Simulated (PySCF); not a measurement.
SrH₂: fields on a plane

All numbers come from PBE0/[Sr x2c-TZVPall, H x2c-TZVPall], spin-free X2C, density fitting, no spin–orbit coupling, PySCF.

The singlet minimum has Sr–H 2.153 Å (×2); H–Sr–H 125.9°.

The plane holds Sr1 at (0.00, 0.00), H2 at (2.15, 0.00), H3 at (-1.26, 1.74) Å. Columns run from x = -3.15 to 4.35 Å, rows from y = 4.05 (top) to -1.95 Å, in steps of 0.3 Å. Other isomers or separated fragments may lie lower.

**Question.** Give the lowest empty orbital (Å^-3/2) at -1.66 eV (cut at ±0.3; overall sign arbitrary). Lower edges of the bins (Å^-3/2): '_' -0.259, '.' -0.203, ':' -0.147, '-' -0.091, '=' -0.035, '+' 0.020, '*' 0.076, '#' 0.132, '%' 0.188, '@' 0.244; top 0.30, each point printed twice.

**Answer.** 
```
====================================================
====================================================
====================================================
====================================================
==========------====================================
========----------==================================
======------::::----================================
======----::....::--================================
======----::__..::--==++++++++======================
======----::::::----==++++++++======================
========------::----++****++++======----============
==========----::::--==******++==----------==========
==++========--::....--****++====--::::------========
++++++++++++==::____@@::==------::....::----========
++++++++++++++--..__@@@@....::::::....::----========
++++++********++--....____..::----::::------========
++++**************==--::::::--------------==========
++++******########****++============--==============
++++******############****++++======================
++++******##############****++++++==================
++++******##############****++++++++================
```

**Question.** Give the highest occupied orbital (Å^-3/2) at -5.43 eV (cut at ±0.3; overall sign arbitrary). Lower edges of the bins (Å^-3/2): '0' -0.300, '1' -0.240, '2' -0.180, '3' -0.120, '4' -0.060, '5' 0.000, '6' 0.060, '7' 0.120, '8' 0.180, '9' 0.240; top 0.30.

**Answer.** 
```
55555555555555555544444444
55555555555555555444444444
55555555555555555444444444
55555666655555554444444444
55566666666555554444444444
55667788776655544444444444
55667999977655544444444444
55678999987655444444444444
55678999987655444334444444
55678999987654433333344444
55667899887654332222334444
55566777666543221111233444
55556655434443210000123444
55555543117554200000123444
55555442008075310000123444
55554432126996320000123444
55544443346886432111233444
55544444456765433222334444
55444444455655443333344444
55444444555555444444444444
55444444555555444444444444
```
